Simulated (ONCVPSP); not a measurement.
# argon, ONCV: configuration errors across variants

argon, optimised norm-conserving Vanderbilt (ONCV), made with ONCVPSP 4.0.1 (PBE, scalar-relativistic). Core [Ne], reference 3s2 3p6. Waves: 3s: rc 1.30 bohr, ncon 3, nbas 6, qcut 4.5 1/bohr, 1 projector; 3p: rc 1.20 bohr, ncon 3, nbas 7, qcut 7.3 1/bohr, 1 projector; d scattering state at 0.4 Ha: rc 1.40 bohr, ncon 4, nbas 9, qcut 7.1 1/bohr, 2 projectors, debl 3.3 Ha. Local part: polynomial inside 1.20 bohr (lpopt 5, dvloc0 0 Ha). Core correction: Teter function fitted to the true core (icmod 2), fcfact 0.7.

All-electron excitation energies from the reference (eV): (1) 3s2 3p5 16.057; (2) 3s2 3p4 44.717; (3) 3s2 3p3 87.301; (4) 3s1 3p6 30.673.

Errors AE − PS in meV (a dash: test not solved or not reliable):

```csv
change,(1),(2),(3),(4),bound ghosts,GHOST(+) flags above zero
base,+5.7,+42,+143,-2.6,none,none
p: qcut 8.3,+5.3,+41,+143,-3.3,none,none
"local potential polynomial inside 1.20 bohr (lpopt 5, dvloc0 -0.5 Ha)",+5.9,+43,+148,-2.1,none,none
d: nproj 3,+5.7,+42,+143,-2.6,none,none
"d: rc 1.2, qcut 8.3, nproj 0; local potential the d channel",+6.7,+51,+184,-0.8,none,s
"all radii but the core radius scaled by about 0.82 (s 1.06, p 0.98, d 1.14 bohr); local potential polynomial inside 0.98 bohr (lpopt 5, dvloc0 0 Ha)",+1.6,+28,+109,+10,none,s
d: debl 0.55,+5.7,+42,+143,-2.6,none,none
"core correction polynomial model core, fcfact 0.3",+5.7,+41,+140,-2.8,none,none
"s: ncon 5, nbas 8",+4.5,+33,+113,+6.9,none,none
d: qcut 4.1,+5.7,+42,+143,-2.6,none,none
s: rc 1.54,+7.8,+56,+195,-29,none,none
s: qcut 4.2; p: qcut 6.8; d: qcut 6.6,+6.1,+44,+149,-4.1,none,none
```

**Question.** Give the same row for: core correction Teter function fitted to the true core (icmod 2), fcfact 0.86.

**Answer.** +5.6, +41, +143, -2.7; bound ghosts: none; GHOST(+) flags above zero: none.
